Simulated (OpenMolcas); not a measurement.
**Computed levels of Ni⁶⁺**

| Item | Value |
| --- | --- |
| Program | OpenMolcas |
| Method | SS-CASPT2, IPEA 0.25 Eh, imaginary shift 0.1 Eh (closed shells correlated: 3s 3p) |
| Basis | ANO-RCC-VTZP [6s5p3d2f1g] |
| Scalar Hamiltonian | DKH2, point nucleus |
| Active space | 4 electrons in 5 orbitals (3d) |
| State averaging | 2S+1 = 5 even, 5 roots; 2S+1 = 3 even, 45 roots kept (CI in the orbitals of an earlier block); 2S+1 = 1 even, 50 roots kept (CI in the orbitals of an earlier block) |
| Spin-orbit coupling | RASSI with atomic mean-field integrals over the reference wave functions, term energies averaged over their components |

Spin-free terms above the lowest, with the occupations of the reference:

```
Configuration   Term  E (cm-1)  Occupations
          3d4     5D       0.0      3d 4.00
          3d4     3H     31760      3d 4.00
          3d4  3P(1)     32200      3d 4.00
          3d4  3F(1)     33950      3d 4.00
          3d4     3G     37920      3d 4.00
          3d4     3D     46470      3d 4.00
          3d4  1G(1)     46890      3d 4.00
          3d4     1I     47720      3d 4.00
          3d4  1S(1)     50730      3d 4.00
          3d4  1D(1)     59250      3d 4.00
          3d4     1F     67260      3d 4.00
          3d4  3P(2)     79510      3d 4.00
          3d4  3F(2)     79920      3d 4.00
          3d4  1G(2)     91450      3d 4.00
          3d4  1D(2)    120950      3d 4.00
          3d4  1S(2)    156340      3d 4.00
```

With spin-orbit coupling, above the lowest level:

| Configuration | Term | J | E (cm-1) | Measured (cm-1) | g | Term weight % | Second |
| --- | --- | --- | --- | --- | --- | --- | --- |
| 3d4 | 5D | 0 | 0.0 | 0.0 |  | 99 |  |
| 3d4 | 5D | 1 | 294 | 279 | 1.501 | 100 |  |
| 3d4 | 5D | 2 | 851 | 804 | 1.501 | 100 |  |
| 3d4 | 5D | 3 | 1625 | 1520 | 1.501 | 100 |  |
| 3d4 | 5D | 4 | 2580 | 2392 | 1.500 | 100 |  |
| 3d4 | 3P(1) | 0 | 30720 | 30077 |  | 98 |  |
| 3d4 | 3H | 4 | 32460 | 31672 | 0.815 | 95 | 3 3G |
| 3d4 | 3P(1) | 1 | 32480 | 31836 | 1.498 | 99 |  |
| 3d4 | 3H | 5 | 33140 | 32286 | 1.038 | 97 | 3 3G |
| 3d4 | 3H | 6 | 33850 | 32877 | 1.166 | 99 |  |
| 3d4 | 3F(1) | 2 | 35110 | 34247 | 0.669 | 99 |  |
| 3d4 | 3F(1) | 3 | 35200 | 34317 | 1.054 | 91 | 9 3G |
| 3d4 | 3P(1) | 2 | 35300 | 34555 | 1.497 | 99 |  |
| 3d4 | 3F(1) | 4 | 35510 | 34576 | 1.223 | 89 | 7 3G |
| 3d4 | 3G | 3 | 39180 | 38160 | 0.780 | 91 | 9 3F(1) |
| 3d4 | 3G | 4 | 39860 | 38746 | 1.060 | 90 | 7 3F(1) |
| 3d4 | 3G | 5 | 40420 | 39247 | 1.196 | 97 | 3 3H |
| 3d4 | 3D | 3 | 47930 |  | 1.333 | 99 |  |
| 3d4 | 3D | 2 | 48170 |  | 1.167 | 98 |  |
| 3d4 | 3D | 1 | 48450 |  | 0.502 | 100 |  |
| 3d4 | 1G(1) | 4 | 49040 |  | 1.003 | 96 |  |
| 3d4 | 1I | 6 | 49500 |  | 1.001 | 99 |  |
| 3d4 | 1S(1) | 0 | 52740 |  |  | 98 |  |
| 3d4 | 1D(1) | 2 | 61120 |  | 1.002 | 98 |  |
| 3d4 | 1F | 3 | 68880 |  | 1.002 | 98 |  |
| 3d4 | 3P(2) | 2 | 80300 |  | 1.499 | 100 |  |
| 3d4 | 3F(2) | 4 | 81530 |  | 1.249 | 99 |  |
| 3d4 | 3F(2) | 2 | 81750 |  | 0.667 | 100 |  |
| 3d4 | 3F(2) | 3 | 81840 |  | 1.083 | 99 |  |
| 3d4 | 3P(2) | 1 | 82210 |  | 1.501 | 100 |  |
| 3d4 | 3P(2) | 0 | 83180 |  |  | 100 |  |
| 3d4 | 1G(2) | 4 | 93240 |  | 1.001 | 99 |  |
| 3d4 | 1D(2) | 2 | 122680 |  | 1.000 | 100 |  |
| 3d4 | 1S(2) | 0 | 158090 |  |  | 100 |  |

Against the 16 measured excited levels shown (Corliss and Sugar, J. Phys. Chem. Ref. Data 10, 197 (1981)) the mean absolute deviation is 690 cm-1; the largest miss in energy is 3d4 3G5: computed 40420, measured 39247 cm-1 (+3.0 %), and the largest in proportion 3d4 5D4 (+7.7 %).

Spin-orbit coupling puts the lowest level 1688 cm-1 below the lowest spin-free term.

For 5D the intervals divided by the larger J are 294.5, 278.1, 258.0, 237.9 cm-1. Landé's interval rule makes them equal in pure LS coupling; they differ by 21 % of their mean. The multiplet is regular.

CASPT2 does not keep the components of a term degenerate, so their means are used; among the terms shown or strongly mixed into the levels shown the widest spread is 320 cm-1 (3d4 3F(2)). Terms from blocks run as CI alone lack orbitals of their own. Measured partners are found by configuration, term and J. A level has none where our copy of the source lacks it or the pairing is in doubt (some pairs that miss far off the trend of their configuration count as doubtful), and it then counts in no deviation. Levels of configurations outside the active space are missing.

The term weight is that of the spin-free term in the level, not the purity of its configuration. A number in round brackets counts repeated terms of one configuration in the order of the reference energies.
